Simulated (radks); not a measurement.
The numbers below are computed, except where a source is named.
Neutral rubidium inside a hard spherical wall (all orbitals vanish at R), configuration held at [Kr] 5s1 and not refilled when levels cross. Code: a radial shooting solver on a logarithmic mesh with Libxc functionals. Model: scalar-relativistic Kohn-Sham, LDA (Slater exchange, Perdew-Wang correlation), spin-polarised, spherical densities, point nucleus; open shells are filled with parallel spins first (spin-orbit coupling, left out, can overturn this in heavy ions). Eigenvalues in eV for spin up, with the zero of energy where the potential of the charges vanishes at infinity; a dash marks a level that is unbound or too diffuse for the functional's potential to be trusted. A positive occupied level is held by the wall or, in an anion where self-interaction has pushed it up, behind a barrier. The pressure on the wall is -dE/dV.

| R (bohr) | E (hartree) | kinetic (hartree) | e(3d) | e(4s) | e(4p) | e(5s) | e(5p, empty) | e(4d, empty) | pressure (GPa) |
|---|---|---|---|---|---|---|---|---|---|
| free | -2977.65087 | 3048.605 | -104.15 | -31.927 | -16.007 | -2.546 | -0.898 | -0.111 | 0 |
| 15 | -2977.65077 | 3048.606 | -104.14 | -31.913 | -15.994 | -2.537 | -0.849 | -0.023 | 0.000803 |
| 12 | -2977.64983 | 3048.614 | -104.05 | -31.831 | -15.914 | -2.470 | -0.657 | 0.164 | 0.0132 |
| 10 | -2977.64610 | 3048.636 | -103.85 | -31.632 | -15.721 | -2.273 | -0.219 | 0.505 | 0.0833 |
| 8 | -2977.63004 | 3048.706 | -103.35 | -31.155 | -15.264 | -1.607 | 1.030 | 1.287 | 0.560 |
| 3.5 | -2976.43154 | 3053.155 | -92.728 | -22.998 | -6.973 | 26.563 | 37.753 | 15.759 | 314 |
| 2.5 | -2971.92281 | 3068.240 | -71.355 | -5.368 | 13.299 | 93.554 | 111.84 | 44.232 | 3790 |
